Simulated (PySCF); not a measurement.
Simulated Cl 2p region for `FC(Cl)(Cl)C(F)(Cl)Cl`, binding energy against the vacuum level.

Every computed line was given a Gaussian of 0.6 eV full width at half maximum and an area set by the number of equivalent atoms (split 2:1 within a doublet); the highest printed point is 100. Method used: PySCF 2.14.0, delta-SCF UKS SCAN, pcX-2 on the ionised atom, pcseg-1 elsewhere, spin-free X2C.

| binding energy (eV) | intensity |
| --- | --- |
| 206.3 | 0 |
| 206.4 | 1 |
| 206.5 | 2 |
| 206.6 | 6 |
| 206.7 | 15 |
| 206.8 | 30 |
| 206.9 | 51 |
| 207.0 | 74 |
| 207.1 | 93 |
| 207.2 | 100 |
| 207.3 | 92 |
| 207.4 | 73 |
| 207.5 | 49 |
| 207.6 | 29 |
| 207.7 | 14 |
| 207.8 | 6 |
| 207.9 | 2 |
| 208.0 | 1 |
| 208.1 | 1 |
| 208.2 | 2 |
| 208.3 | 5 |
| 208.4 | 10 |
| 208.5 | 19 |
| 208.6 | 31 |
| 208.7 | 42 |
| 208.8 | 49 |
| 208.9 | 49 |
| 209.0 | 42 |
| 209.1 | 31 |
| 209.2 | 20 |
| 209.3 | 11 |
| 209.4 | 5 |
| 209.5 | 2 |
| 209.6 | 1 |
| 209.7 | 0 |

Task: How many maxima does the curve show, and how many computed lines lie under it?

Result: The curve has 2 maxima (at 207.2 and 208.8 eV). Under it lie 2 lines from 1 inequivalent chlorine site, drawn as a 2p3/2, 2p1/2 pair.

Task: Decompose the envelope and assign each component. Numbering: `[F:1][C:2]([Cl:3])([Cl:4])[C:5]([F:6])([Cl:7])[Cl:8]`.

Result: 
```
position (eV)  relative area      line            atoms                       environment
       207.20           2.67  Cl 2p3/2  Cl3/Cl4/Cl7/Cl8  chlorine on a fluorinated carbon
       208.85           1.33  Cl 2p1/2  Cl3/Cl4/Cl7/Cl8  chlorine on a fluorinated carbon
```

Task: What are the centre and the root-mean-square width of the whole band?

Result: The area-weighted mean of the lines is 207.75 eV. Their own spread about it is 0.78 eV (rms) and each Gaussian has σ = 0.6/2.355 = 0.25 eV; the variances add, which gives 0.82 eV.

No satellites, vibrations or lifetime broadening are included. One atom of each set of topologically equivalent atoms was ionised and stands for the set; in this conformer not all members are related by symmetry, and their own values weren't computed. The 2p values aren't plain energy differences: one relaxed spin-free 2p hole is combined with a matrix within the shell (ground-state 2p orbital-energy differences and spin–orbit coupling). 2p3/2, the mean of its two sublevels, lies a third of the splitting below the shell's mean and 2p1/2 two thirds above it; the statistical areas are 2:1. 2p1/2 minus 2p3/2 (ligand field included): Cl 1.65 eV. The structure is a single PBE0-D3(BJ)/def2-SVP conformer in the gas phase; no vibrational or solvent corrections.

Conformer computed: `[F:1][C:2]([Cl:3])([Cl:4])[C:5]([F:6])([Cl:7])[Cl:8]`: F1–C2–C5–F6 61°.
